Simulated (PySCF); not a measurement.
## Argon: a sound run and one with changed settings

Sound run: Ar²⁺ [Ne] 3s2 3p4, Ar³⁺ [Ne] 3s2 3p3. Computed with PySCF 2.14 in pcseg-2 (5s4p2d1f, 34 functions), with no relativity, point nucleus. In the sound run the correlated levels freeze [Ne]. The sound run starts from symmetry-adapted Hartree-Fock orbitals and uses a fine grid where one is needed.

Changed run: all electrons correlated in a basis built for the valence shell.

```
species   method  sound run (hartree)  changed run (hartree)  converged
   Ar²⁺      MP2           -525.42009             -525.47190        yes
   Ar²⁺  CCSD(T)           -525.44939             -525.49908        yes
   Ar³⁺      MP2           -523.94440             -523.99592        yes
   Ar³⁺  CCSD(T)           -523.96895             -524.01846        yes
```

Ionisation energy of Ar²⁺:

```
 method  sound run (eV)  changed run (eV)
    UHF          39.390            39.390
    MP2          40.155            40.163
SCS-MP2          40.227            40.231
   CCSD          40.261            40.265
CCSD(T)          40.285            40.290
```

A valence basis has no tight correlating functions, so it recovers only part of the core correlation, and not evenly between atom and ion.

For comparison, NIST gives 40.735 ± 0.012 eV between the lowest levels.
